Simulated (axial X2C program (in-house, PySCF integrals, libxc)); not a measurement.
What spin–orbit coupling does to NaY

Calculated with an in-house relativistic program for diatomic molecules. Spin-free means the one-electron spin-free X2C Hamiltonian; two-component (2c) means X2C with spin–orbit coupling and atomic mean-field two-electron Coulomb and Gaunt terms, so the difference of the two also holds small scalar two-electron terms. Basis: Y dyall-cv3z [11s12p9d6f3g], Na dyall-cv3z [9s8p5d2f] (cores contracted in-house); Gaussian nuclei, density fitting, unrestricted open shells. Masses: Y 88.906 u, Na 22.990 u.

Spin-free state: M_S = 1, Λ = 1 (beyond evenly filled blocks: σα, π+α); fragments Y + Na.

```tsv
level	Re (Å)	ωe (cm⁻¹)	De (eV)	μ (D)
PBE0	3.520	114.6	0.323	1.78
PBE50	3.574	111.1	0.294	2.10
```

Dipoles are positive if Na is the positive end.

Two-component determinant lowest at the distance of the search:

Ω = 1 (⟨Sz⟩ = -1.00, ⟨Lz⟩ = 2.00 at PBE0); fragments Y + Na.

```tsv
level	Re (Å)	ωe (cm⁻¹)	μ (D)
PBE0	3.606	115.0	1.03
PBE50	3.663	110.9	0.98
```

Problem. From the two tables, how do the constants change at the PBE0 level (2c against spin-free)?

Solution. At the PBE0 level Re goes up by 0.086 Å and ωe goes up by 0.4 cm⁻¹. The two determinants differ in configuration, so these shifts compare two states and are not the spin–orbit effect on one state.

The state is one determinant whose occupation by symmetry is held fixed; it was picked as the lowest of a PBE0 search that is not exhaustive. De is counted from the lowest determinant-based energies of the atoms at the same level, without counterpoise correction. De is not given where an atomic determinant may have missed its ground term or J level, or where the truncated virtual space spoils (T). Density functionals use the spin component along the axis (collinear). Other states lie close and PBE0, whose exact exchange favours high spin, may order them wrongly; the determinant shown need not be the ground state. The nearest other spin-free determinant of the search, M_S = 1, Λ = 2, lies 0.004 eV up at the distance of the search. The functionals have no current-density term, which raises determinants with orbital currents, atoms included. The atomic limit has a lower orbital projection than the molecule and lies lower at mean-field level, so De may be about a tenth of an eV too small. With several unpaired electrons one determinant need not be a pure state.
